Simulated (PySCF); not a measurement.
**Computed vibrations of NdSF**

NdSF (singlet in the valence; each metal's 4f electrons, 3 of them, lie in its core potential, out of spins and levels). PySCF 2.14.0, RKS PBE0, Nd lcecp-1-SVP with ECP49, S def2-SVP, F def2-SVP; non-relativistic Hamiltonian with scalar-relativistic core potentials where named; density fitting; no spin-orbit coupling. Central differences of gradients.

```xyz
3

Nd   -0.1637    0.0000   -0.3374
S     1.8075    0.0000    0.9739
F    -1.8193    0.0000    0.8810
```

Run from Python with OMP_NUM_THREADS=2. Where DIIS fails, smearing, a level shift and second-order steps follow.
It took 14 s on 2 threads of Arm Neoverse V2 (shared host).

What are the harmonic wavenumbers and infrared intensities?

Modes are labelled in Cs; negative numbers are unstable modes, those under 60 cm⁻¹ near the noise; a finer grid moves soft modes by up to 10 cm⁻¹.
```
cm⁻¹  km/mol  symmetry
 131     6.9        a'
 457    78.0        a'
 568   117.2        a'
```

Is this a minimum?

Yes. Ideal gas at 298.15 K and 1 bar: S = 312.8 J/(mol K), Cp = 51.5 J/(mol K), H − H(0 K) = 12.8 kJ/mol (rigid rotor, harmonic modes, spin degeneracy alone, that of the 4f electrons in the core included).

An lcecp potential fixes the number of 4f electrons, so in runs with it no electron can move into or out of that shell.
